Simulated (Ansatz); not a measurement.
Born–Oppenheimer molecular dynamics of AlCl$_{2}$H$_{3}$SSi$_{2}$ (9 atoms, charge 0, multiplicity 1). It goes on from the last frame of an earlier run, with new velocities.

The calculation used Ansatz 0.2.0, RKS BLYP/def2-SVP.

```
ensemble        : NVT, Nosé–Hoover chain
time step       : 0.5 fs
steps asked     : 100
set temperature : 1000 K
thermostat      : time constant 100 fs, chain length 3 (defaults)
seed            : 75960
```

First frame:

```xyz
9
Properties=species:S:1:pos:R:3
Al -0.217 -2.231 -0.277
Si 0.328 -0.167 0.921
S 1.985 1.031 -0.090
Si 0.007 1.739 -0.307
Cl -1.012 1.581 -2.160
Cl -0.540 3.631 0.394
H -1.756 -2.663 -0.075
H 0.967 -3.144 -0.821
H 0.281 0.021 2.465
```

(1) How far do the bonds stretch over the last three quarters of this one trajectory? (Pairs bonded in most of those frames.)

## Answers

(1) 
```csv
bond,mean (Å),spread (Å),shortest,longest
Al1–Si2,2.497,0.026,2.46,2.54
Al1–H7,1.601,0.009,1.58,1.62
Al1–H8,1.601,0.020,1.56,1.63
Si2–S3,2.388,0.031,2.31,2.42
Si2–Si4,2.291,0.058,2.21,2.37
Si2–H9,1.525,0.065,1.42,1.61
S3–Si4,2.270,0.040,2.18,2.32
Si4–Cl5,2.122,0.012,2.11,2.15
Si4–Cl6,2.141,0.070,2.04,2.22
```

Mean temperature of the second half: 634 K. The conserved energy stayed within 0.068 meV per atom of its start (net change -0.016 meV per atom), so the integration is sound. The mean temperature of the second half is 37 % below the set value. A run of 0.05 ps of so small a system gives no equilibrium averages.

The run took 5.6 min on 2 threads of Arm Neoverse N1 (shared host), peak memory 0.18 GiB.
